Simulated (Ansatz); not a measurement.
Ansatz (a first-principles code) input for B(NCO)2(OH) (C₂HBN₂O₃), SMILES O=C=NB(O)N=C=O, PBE-D3(BJ)/def2-SVP. 

Ansatz 0.2 input:
```yaml
crystal:
  periodic: [false, false, false]
  atoms:
    - {symbol: B, position_ang: [-0.77320671, 0.00138775, 0.00000000]}
    - {symbol: N, position_ang: [-0.42532626, 1.39741755, 0.00000000]}
    - {symbol: C, position_ang: [0.43439044, 2.24704071, 0.00000000]}
    - {symbol: O, position_ang: [1.19588799, 3.13374427, 0.00000000]}
    - {symbol: N, position_ang: [0.25286414, -0.99492769, 0.00000000]}
    - {symbol: C, position_ang: [0.61679633, -2.14507752, 0.00000000]}
    - {symbol: O, position_ang: [1.05654428, -3.22884403, 0.00000000]}
    - {symbol: O, position_ang: [-2.07259239, -0.38141792, 0.00000000]}
    - {symbol: H, position_ang: [-2.67257134, 0.37599458, 0.00000000]}
basis:
  gaussian:
    orbitals: def2-SVP
hamiltonian:
  xc: pbe
  dispersion: d3bj
relax: {f_tol: 0.002, max_steps: 200}
```

Log of the run:

```
WARN ansatz: RAYON_NUM_THREADS=1 ignored (pool sized by the plan → 1); use --threads N
Functional definition: PBE
integrals: 0.06 GiB planned
1301 factors; their error is unknown
mean field: 0.32 GiB planned
mean field evaluation 1: about -11856.0386 eV, gradient 8.7e1 eV
mean field evaluation 2: about -11819.1046 eV, gradient 1.6e2 eV
mean field evaluation 4: about -11868.7443 eV, gradient 2.3e1 eV
mean field evaluation 8: about -11869.7809 eV, gradient 2.2e-1 eV
mean field evaluation 16: about -11869.7311 eV, gradient 4.5e-4 eV
mean field -11869.73113480 eV, -436.2045736113 hartree, gradient 4.0e-5 eV, S^2 0.000000; 0 other end points of the search recorded, 0 dependent functions left out
the calculation of the forces begins
reference -11869.73116257 eV, -436.2045746318 hartree; 28, 28 occupied and 89, 89 virtual orbitals, 1301 factors
relax step   1: F+E_penalty+E_count = -11869.91659358 eV  Δ(F+E_penalty+E_count) = +0.000e0 eV  max|allowed force component| = 9.148e-1 eV/Å  Δτ_max = 0.0000 Å  (34 SCF iters, accepted)
these checks for a lower state are left out or cut short: starts, cluster_reference, orbital_swaps, neighbouring_geometries, increment
integrals: 0.06 GiB planned
1301 factors; their error is unknown
mean field: 0.32 GiB planned
mean field -11869.75150568 eV, -436.2053222271 hartree, gradient 2.0e-5 eV, S^2 0.000000; 0 other end points of the search recorded, 0 dependent functions left out
the calculation of the forces begins
reference -11869.75153357 eV, -436.2053232522 hartree; 28, 28 occupied and 89, 89 virtual orbitals, 1301 factors
relax step   2: F+E_penalty+E_count = -11869.93610846 eV  Δ(F+E_penalty+E_count) = -1.951e-2 eV  max|allowed force component| = 1.666e-1 eV/Å  Δτ_max = 0.0189 Å  (34 SCF iters, accepted)
these checks for a lower state are left out or cut short: starts, cluster_reference, orbital_swaps, neighbouring_geometries, increment
integrals: 0.06 GiB planned
1301 factors; their error is unknown
mean field: 0.32 GiB planned
mean field evaluation 32: about -11869.8022 eV, gradient 3.3e-4 eV
mean field -11869.75238936 eV, -436.2053547019 hartree, gradient 2.0e-5 eV, S^2 0.000000; 0 other end points of the search recorded, 0 dependent functions left out
the calculation of the forces begins
reference -11869.75241728 eV, -436.2053557278 hartree; 28, 28 occupied and 89, 89 virtual orbitals, 1301 factors
relax step   3: F+E_penalty+E_count = -11869.93680236 eV  Δ(F+E_penalty+E_count) = -6.939e-4 eV  max|allowed force component| = 4.473e-2 eV/Å  Δτ_max = 0.0038 Å  (35 SCF iters, accepted)
these checks for a lower state are left out or cut short: starts, cluster_reference, orbital_swaps, neighbouring_geometries, increment
integrals: 0.06 GiB planned
1301 factors; their error is unknown
mean field: 0.32 GiB planned
mean field -11869.75265326 eV, -436.2053643998 hartree, gradient 2.0e-5 eV, S^2 0.000000; 0 other end points of the search recorded, 0 dependent functions left out
the calculation of the forces begins
reference -11869.75268118 eV, -436.2053654260 hartree; 28, 28 occupied and 89, 89 virtual orbitals, 1301 factors
relax step   4: F+E_penalty+E_count = -11869.93699992 eV  Δ(F+E_penalty+E_count) = -1.976e-4 eV  max|allowed force component| = 2.937e-2 eV/Å  Δτ_max = 0.0040 Å  (35 SCF iters, accepted)
these checks for a lower state are left out or cut short: starts, cluster_reference, orbital_swaps, neighbouring_geometries, increment
integrals: 0.06 GiB planned
1301 factors; their error is unknown
mean field: 0.32 GiB planned
mean field -11869.75329112 eV, -436.2053878411 hartree, gradient 1.9e-5 eV, S^2 0.000000; 0 other end points of the search recorded, 0 dependent functions left out
the calculation of the forces begins
reference -11869.75331907 eV, -436.2053888680 hartree; 28, 28 occupied and 89, 89 virtual orbitals, 1301 factors
relax step   5: F+E_penalty+E_count = -11869.93745527 eV  Δ(F+E_penalty+E_count) = -4.554e-4 eV  max|allowed force component| = 8.275e-2 eV/Å  Δτ_max = 0.0130 Å  (33 SCF iters, accepted)
these checks for a lower state are left out or cut short: starts, cluster_reference, orbital_swaps, neighbouring_geometries, increment
integrals: 0.06 GiB planned
1301 factors; their error is unknown
mean field: 0.32 GiB planned
mean field -11869.75452936 eV, -436.2054333453 hartree, gradient 1.8e-5 eV, S^2 0.000000; 0 other end points of the search recorded, 0 dependent functions left out
the calculation of the forces begins
reference -11869.75455737 eV, -436.2054343747 hartree; 28, 28 occupied and 89, 89 virtual orbitals, 1301 factors
relax step   6: F+E_penalty+E_count = -11869.93827479 eV  Δ(F+E_penalty+E_count) = -8.195e-4 eV  max|allowed force component| = 7.785e-2 eV/Å  Δτ_max = 0.0304 Å  (31 SCF iters, accepted)
these checks for a lower state are left out or cut short: starts, cluster_reference, orbital_swaps, neighbouring_geometries, increment
integrals: 0.06 GiB planned
1301 factors; their error is unknown
mean field: 0.32 GiB planned
mean field evaluation 64: about -11869.8044 eV, gradient 2.1e-2 eV
mean field -11869.75524177 eV, -436.2054595259 hartree, gradient 1.9e-5 eV, S^2 0.000000; 0 other end points of the search recorded, 0 dependent functions left out
the calculation of the forces begins
reference -11869.75526984 eV, -436.2054605576 hartree; 28, 28 occupied and 89, 89 virtual orbitals, 1301 factors
relax step   7: F+E_penalty+E_count = -11869.93861948 eV  Δ(F+E_penalty+E_count) = -3.447e-4 eV  max|allowed force component| = 4.623e-2 eV/Å  Δτ_max = 0.0264 Å  (30 SCF iters, accepted)
these checks for a lower state are left out or cut short: starts, cluster_reference, orbital_swaps, neighbouring_geometries, increment
integrals: 0.06 GiB planned
1301 factors; their error is unknown
mean field: 0.32 GiB planned
mean field -11869.75542473 eV, -436.2054662495 hartree, gradient 2.0e-5 eV, S^2 0.000000; 0 other end points of the search recorded, 0 dependent functions left out
the calculation of the forces begins
reference -11869.75545283 eV, -436.2054672821 hartree; 28, 28 occupied and 89, 89 virtual orbitals, 1301 factors
relax step   8: F+E_penalty+E_count = -11869.93871786 eV  Δ(F+E_penalty+E_count) = -9.838e-5 eV  max|allowed force component| = 2.318e-2 eV/Å  Δτ_max = 0.0102 Å  (32 SCF iters, accepted)
these checks for a lower state are left out or cut short: starts, cluster_reference, orbital_swaps, neighbouring_geometries, increment
integrals: 0.06 GiB planned
1301 factors; their error is unknown
mean field: 0.32 GiB planned
mean field -11869.75542820 eV, -436.2054663773 hartree, gradient 1.9e-5 eV, S^2 0.000000; 0 other end points of the search recorded, 0 dependent functions left out
the calculation of the forces begins
reference -11869.75545630 eV, -436.2054674098 hartree; 28, 28 occupied and 89, 89 virtual orbitals, 1301 factors
relax step   9: F+E_penalty+E_count = -11869.93876110 eV  Δ(F+E_penalty+E_count) = -4.324e-5 eV  max|allowed force component| = 4.948e-3 eV/Å  Δτ_max = 0.0064 Å  (33 SCF iters, accepted)
these checks for a lower state are left out or cut short: starts, cluster_reference, orbital_swaps, neighbouring_geometries, increment
integrals: 0.06 GiB planned
1301 factors; their error is unknown
mean field: 0.32 GiB planned
mean field -11869.75541451 eV, -436.2054658741 hartree, gradient 1.9e-5 eV, S^2 0.000000; 0 other end points of the search recorded, 0 dependent functions left out
the calculation of the forces begins
reference -11869.75544261 eV, -436.2054669065 hartree; 28, 28 occupied and 89, 89 virtual orbitals, 1301 factors
relax step  10: F+E_penalty+E_count = -11869.93877238 eV  Δ(F+E_penalty+E_count) = -1.128e-5 eV  max|allowed force component| = 1.542e-3 eV/Å  Δτ_max = 0.0060 Å  (33 SCF iters, accepted)
these checks for a lower state are left out or cut short: starts, cluster_reference, orbital_swaps, neighbouring_geometries, increment
integrals: 0.06 GiB planned
1301 factors; their error is unknown
mean field: 0.32 GiB planned
mean field evaluation 96: about -11869.8051 eV, gradient 2.1e-3 eV
mean field -11869.75541897 eV, -436.2054660381 hartree, gradient 1.9e-5 eV, S^2 0.000000; 0 other end points of the search recorded, 0 dependent functions left out
the calculation of the forces begins
reference -11869.75544707 eV, -436.2054670706 hartree; 28, 28 occupied and 89, 89 virtual orbitals, 1301 factors
relax step  11: F+E_penalty+E_count = -11869.93877965 eV  Δ(F+E_penalty+E_count) = -7.266e-6 eV  max|allowed force component| = 3.922e-3 eV/Å  Δτ_max = 0.0112 Å  (32 SCF iters, accepted)
these checks for a lower state are left out or cut short: starts, cluster_reference, orbital_swaps, neighbouring_geometries, increment
integrals: 0.06 GiB planned
1301 factors; their error is unknown
mean field: 0.32 GiB planned
mean field -11869.75542137 eV, -436.2054661262 hartree, gradient 7.3e-5 eV, S^2 0.000000; 0 other end points of the search recorded, 0 dependent functions left out
the calculation of the forces begins
reference -11869.75544947 eV, -436.2054671587 hartree; 28, 28 occupied and 89, 89 virtual orbitals, 1301 factors
relax step  12: F+E_penalty+E_count = -11869.93877964 eV  Δ(F+E_penalty+E_count) = +1.178e-8 eV  max|allowed force component| = 2.787e-3 eV/Å  Δτ_max = 0.0016 Å  (22 SCF iters, rejected (line search))
these checks for a lower state are left out or cut short: starts, cluster_reference, orbital_swaps, neighbouring_geometries, increment
integrals: 0.06 GiB planned
1301 factors; their error is unknown
mean field: 0.32 GiB planned
mean field -11869.75542229 eV, -436.2054661599 hartree, gradient 3.6e-5 eV, S^2 0.000000; 0 other end points of the search recorded, 0 dependent functions left out
the calculation of the forces begins
reference -11869.75545039 eV, -436.2054671925 hartree; 28, 28 occupied and 89, 89 virtual orbitals, 1301 factors
relax step  13: F+E_penalty+E_count = -11869.93878016 eV  Δ(F+E_penalty+E_count) = -5.178e-7 eV  max|allowed force component| = 1.039e-3 eV/Å  Δτ_max = 0.0008 Å  (22 SCF iters, accepted)
integrals: 0.06 GiB planned
1301 factors; their error is unknown
mean field: 0.32 GiB planned
mean field evaluation 128: about -11869.7554 eV, gradient 7.1e-3 eV
mean field -11869.75542229 eV, -436.2054661599 hartree, gradient 3.6e-5 eV, S^2 0.000000; 1 other end points of the search recorded, 0 dependent functions left out
the calculation of the forces begins
reference -11869.75545039 eV, -436.2054671925 hartree; 28, 28 occupied and 89, 89 virtual orbitals, 1301 factors
Total energy: -11869.93880826 eV, -436.2122054701 hartree
Atom 0 at    -0.804580    -0.012979     0.000000 Å, force     0.000134    -0.000732     0.000000 eV/Å
Atom 1 at    -0.397033     1.370231     0.000000 Å, force    -0.000494    -0.000485    -0.000000 eV/Å
Atom 2 at     0.446223     2.244472    -0.000000 Å, force     0.000431     0.000694     0.000000 eV/Å
Atom 3 at     1.197504     3.152851    -0.000000 Å, force     0.000097     0.000035     0.000000 eV/Å
Atom 4 at     0.176910    -1.054194     0.000000 Å, force    -0.000517     0.001039    -0.000000 eV/Å
Atom 5 at     0.644042    -2.171078    -0.000000 Å, force     0.000228    -0.000379     0.000000 eV/Å
Atom 6 at     1.167596    -3.228473    -0.000000 Å, force     0.000192    -0.000443    -0.000000 eV/Å
Atom 7 at    -2.127277    -0.345515    -0.000000 Å, force     0.000048     0.000216    -0.000000 eV/Å
Atom 8 at    -2.690598     0.450003    -0.000000 Å, force    -0.000118     0.000053     0.000000 eV/Å
Dipole moment:    -0.414221     0.249036    -0.000000 e Å
```

The run converged.

Cost: around 40 core-seconds (rough).
